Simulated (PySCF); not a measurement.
r2SCAN on K⁻ (potassium, charge -1), [Ar] 4s2, closed-shell 1S. All numbers are calculated (PySCF 2.14, the spin-free X2C one-electron Hamiltonian (Gaussian nucleus), in aug-cc-pwCVTZ-X2C with one added diffuse shell each of s, p, d, f type (10s9p7d4f, 100 functions)).

```
cycle= 1 E= -602.208424021018  delta_E= -0.00293  |g|= 0.0171  |ddm|= 1.12
cycle= 2 E= -602.208637849396  delta_E= -0.000214  |g|= 0.0142  |ddm|= 0.331
cycle= 3 E= -602.208896724038  delta_E= -0.000259  |g|= 0.00147  |ddm|= 0.139
cycle= 4 E= -602.208897021524  delta_E= -2.97e-07  |g|= 0.000119  |ddm|= 0.00601
cycle= 5 E= -602.208897109515  delta_E= -8.8e-08  |g|= 2.52e-05  |ddm|= 0.00816
cycle= 6 E= -602.208897114315  delta_E= -4.8e-09  |g|= 5.4e-06  |ddm|= 0.00298
cycle= 7 E= -602.208897115019  delta_E= -7.03e-10  |g|= 1.38e-06  |ddm|= 0.00182
converged SCF energy = -602.208897115019  <S^2> = -3.375078e-14  2S+1 = 1
```

Highest occupied orbital energy: 0.659 eV; ⟨L²⟩ = 0.00; populations by l: s 8.00, p 12.00, d 0.00, f 0.00.

Problem. Can this result be used?

Solution. With care. Self-consistency was reached. At r2SCAN the highest occupied level has a positive energy, so only the finite basis holds that electron; in a semilocal or global hybrid functional this comes from self-interaction and does not mean that the real anion is unbound.
